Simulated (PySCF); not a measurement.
**Simulated absorption spectrum**

Species: C4H8F3N.
SMILES: `CN[C@@H](C)C(F)(F)F`

The calculation used TDDFT PBE0/def2-SVPD, vertical, gas phase, core orbitals frozen in the response (PySCF). Geometry: GFN2-xTB, one conformer, isolated molecule. Torsions of this conformer, `[CH3:1][NH:2][C@@H:3]([CH3:4])[C:5]([F:6])([F:7])[F:8]`: C1–N2–C3–C4 152°, N2–C3–C5–F6 -179°.

Computed states:

```tsv
state	E (eV)	f
S1	6.30	0.0043
S2	7.15	0.0038
S3	7.23	0.059
S4	7.74	0.029
S5	7.99	0.015
S6	8.29	0.0090
```

Each state is given a Gaussian of 0.5 eV full width at half maximum, with ε(max) = 2.175×10⁸ f / Δν̃ (Δν̃ the width in cm⁻¹). The cross-section is σ = 3.8235×10⁻²¹ ε cm², given in Mb (10⁻¹⁸ cm²). The width is an assumption, not a result. The curve ends short of the highest state used, and states not computed would add to its high-energy end.

(1) What does the envelope look like, and where are its maxima?

(2) Coming from long wavelengths, where does ε first pass 100 L mol⁻¹ cm⁻¹?

(3) On this curve, what absorbance would a 10⁻⁵ mol/L sample give at 193 nm over a 1 cm path?

(4) Does any computed singlet lie in the visible range?

Answers

(1) 
```tsv
λ (nm)	σ (Mb)
161.3	8.18
164.0	8.42
166.7	10.25
169.4	12.64
172.1	13.06
174.8	10.59
177.5	6.74
180.2	3.44
182.9	1.48
185.6	0.66
188.4	0.50
191.1	0.63
193.8	0.81
196.5	0.89
199.2	0.84
201.9	0.68
204.6	0.48
207.3	0.29
210.0	0.16
212.7	0.08
215.4	0.03
218.1	0.01
220.8	0.01
223.5	0.00
```

Maxima: 197 nm (6.30 eV), ε about 230, made up of S1 (100%); 171 nm (7.24 eV), ε about 3500, made up of S3 (92%) (ε in L mol⁻¹ cm⁻¹; maxima over ε = 5, shares over 10%). At its high-energy end, 7.69 eV, the curve is still rising (ε about 2100, from S3, S4 and S5).

(2) At about 206 nm (6.02 eV), 0.28 eV below S1.

(3) 193 nm is 6.424 eV, where ε is about 200 L mol⁻¹ cm⁻¹, so A = ε c l ≈ 0.002 (Beer–Lambert, with the gas-phase spectrum and the assumed width).

(4) No computed singlet lies in the visible range (380 to 750 nm); the lowest, at 197 nm, stands 3.04 eV above its violet end (3.26 eV).

Without π bonds the low states may be Rydberg-like; a valence basis with one diffuse set may place them up to an eV too high.
